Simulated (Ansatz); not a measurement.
Start from `[CH3][SnH]([CH3])[CH3]` and change one atom or group to get `[CH3][SnH]([CH3])[AlH2]`.

Ansatz, PBE0-D4/def2-TZVP geometries, multiplicity 1. 

Elements past krypton have def2 core potentials.

| property | `[CH3][SnH]([CH3])[CH3]` |
| --- | --- |
| HOMO–LUMO gap (B3LYP/def2-TZVPP) / eV | 8.06 |
| size of the dipole moment (ωB97M-V/def2-TZVPP) / D | 0.55 |
| HOMO energy (B3LYP/def2-TZVPP) / eV | -7.61 |
| HOMO energy (PBE0/def2-TZVPP) / eV | -7.83 |
| size of the dipole moment (PBE/def2-TZVPP) / D | 0.61 |
| LUMO energy (B3LYP/def2-TZVPP) / eV | 0.45 |

Give the same properties after the change, and the shifts. (Estimate.)

The calculation gave: 
```csv
property,`[CH3][SnH]([CH3])[AlH2]`,shift
HOMO–LUMO gap (B3LYP/def2-TZVPP) / eV,4.51,-3.55
size of the dipole moment (ωB97M-V/def2-TZVPP) / D,0.58,0.03
HOMO energy (B3LYP/def2-TZVPP) / eV,-6.76,0.85
HOMO energy (PBE0/def2-TZVPP) / eV,-6.94,0.89
size of the dipole moment (PBE/def2-TZVPP) / D,0.72,0.11
LUMO energy (B3LYP/def2-TZVPP) / eV,-2.25,-2.70
```

With PBE0 the HOMO rises by 0.89 eV and the LUMO falls by 2.85 eV, so the gap narrows by about 3.74 eV. PBE moves the HOMO by 0.71 eV and ωB97M-V by 1.12 eV. Dipoles are sizes alone; their direction can turn.

B3LYP here is the variant with VWN-RPA as its local correlation; programs differ in this.
